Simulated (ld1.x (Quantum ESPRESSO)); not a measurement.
Configuration tests for Re (TM)

- Element: rhenium
- Generator: ld1.x (Quantum ESPRESSO) 7.5
- Type: norm-conserving Troullier–Martins (Kleinman–Bylander form)
- Functional: PBE
- Relativity: scalar-relativistic
- Frozen core: [Xe] 4f14
- Valence charge: 7
- Reference configuration: 5d5 6s2 6p0
- Partial waves: 6s (bound): rc 2.75 bohr; 6p (bound, empty): rc 2.85 bohr; 5d (bound): rc 2.00 bohr
- Local potential: all-electron potential smoothed inside 1.65 bohr (lloc = -1)
- Core correction: none

Energies are relative to the spin-unpolarised reference configuration 5d5 6s2 6p0; without spin polarisation the order of configurations can differ from experiment. The frozen-core shift is the all-electron ΔE with the core orbitals held at their reference shape minus the fully relaxed ΔE.

Task: Give the all-electron excitation energy and the error of the potential for: 5d5 6s1 6p0; 5d5 6s0 6p0; 5d4 6s0 6p0; 5d5 6s1 6p1; 5d5 6s1.5 6p0; 5d6 6s0 6p0; 5d5 6s0 6p2.

Result:

```tsv
valence configuration	charge	ΔE all-electron (eV)	error AE − PS (meV)	frozen-core shift (meV)
5d5 6s1 6p0	+1	9.248	+3.0	+4.7
5d5 6s0 6p0	+2	25.570	+53	+17
5d4 6s0 6p0	+3	52.698	+120	+151
5d5 6s1 6p1	0	4.786	+0.9	+1.9
5d5 6s1.5 6p0	+0.5	3.781	-0.5	+1.7
5d6 6s0 6p0	+1	9.397	-31	+42
5d5 6s0 6p2	0	9.875	+8.1	+5.8
```

Note: ghost states, extra bound levels that the all-electron valence spectrum of the same l lacks: s at -96.0 eV, p at -27.7 eV. A true bound ghost makes a file unfit for plane-wave use.
